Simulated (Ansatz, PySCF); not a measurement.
Ag(I) anion (AgI), SMILES [I][Ag] (connectivity only; charge and spin as stated), charge -1, multiplicity 2. Atoms are numbered in the order given.

```xyz
2

Ag     0.0000     0.0000    -1.5152
I      0.0000     0.0000     1.3325
```
Charge -1, spin multiplicity 2.

Geometry: B3LYP-D3(BJ)/def2-TZVPD. The multiplicity is an assumed one; other spin states were not compared. The def2 effective core potentials stand for the cores of Ag, I; spin–orbit coupling is left out.

Two levels are set side by side: PBE-D3(BJ)/def2-TZVPD (Ansatz, a program for electronic structure) and B3LYP-D3(BJ)/def2-TZVPD (Ansatz). Each level has its own optimised geometry; the coordinates shown are those of the second. Frequencies come from the Hessian of PySCF at each geometry. Differences are taken from unrounded values.

| quantity | B3LYP-D3(BJ) |
|---|---|
| bond Ag1–I2 (Å) | 2.848 |
| highest harmonic wavenumber (cm⁻¹) | 111 |
| mean harmonic wavenumber (cm⁻¹) | 111 |
| zero-point energy (kcal/mol) | 0.16 |

What does PBE-D3(BJ) give, and how far is it from B3LYP-D3(BJ)? (The exact figures need the calculation; the answer reports its results.)


```json
[
 {"quantity": "bond Ag1–I2 (Å)", "PBE-D3(BJ)": "2.786", "PBE-D3(BJ) minus B3LYP-D3(BJ)": "-0.061"},
 {"quantity": "highest harmonic wavenumber (cm⁻¹)", "PBE-D3(BJ)": "121", "PBE-D3(BJ) minus B3LYP-D3(BJ)": "10"},
 {"quantity": "mean harmonic wavenumber (cm⁻¹)", "PBE-D3(BJ)": "121", "PBE-D3(BJ) minus B3LYP-D3(BJ)": "10"},
 {"quantity": "zero-point energy (kcal/mol)", "PBE-D3(BJ)": "0.17", "PBE-D3(BJ) minus B3LYP-D3(BJ)": "0.01"}
]
```
